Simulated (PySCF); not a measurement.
**MZn cations for M along the third period**

CCSD(T) with double-zeta basis sets in PySCF, for the lowest determinant that a PBE0 search found; no spin–orbit coupling. De refers to high-spin ground-configuration atoms (the charge goes to the atom of lower measured ionisation energy or higher electron affinity, which is not always the lowest computed limit).

```
 M       basis  reference, frozen orbitals  charged atom  state (unpaired electrons)  Re (Å)  ωe (cm⁻¹)  De (eV)
Na  6-31G(d,p)                      RHF, 6           Na+      singlet (closed shell)   2.796        190     0.69
Al  6-31G(d,p)                     RHF, 10           Al+      singlet (closed shell)   2.820        158     0.60
Si    def2-SVP                     UHF, 10           Si+               doublet (π ↑)   2.573        240     1.61
 P  x2c-SVPall                    ROHF, 10           Zn+              triplet (π ↑↑)   2.360        290     1.83
 S    def2-SVP                     UHF, 10           Zn+               doublet (π ↑)   2.203        379     1.64
Cl  x2c-SVPall                     RHF, 10           Zn+      singlet (closed shell)   2.078        458     2.49
```

The shortest bond is that of ZnCl⁺ (2.078 Å), the longest that of AlZn⁺ (2.820 Å).

The rows differ in basis set, which adds steps of its own.

The state changes along the series, so neighbouring rows are not always alike in their bonding.

Correlated steps freeze the inner cores (6 to 10 orbitals); shallow outer-core shells are correlated. UHF and ROHF references stand side by side, which adds small steps between rows. Correlated levels converge slowly with the basis: in double zeta they bind strong bonds too weakly, by up to about 1 eV, and carry superposition errors of some tenths. For an ion De counts to the pair picked by the measured ionisation energies or electron affinities, which need not be the lowest pair at this level. Where the molecule has an RHF reference, its open-shell atoms are computed with UHF. States were picked by a PBE0 search and need not be the measured ground states.
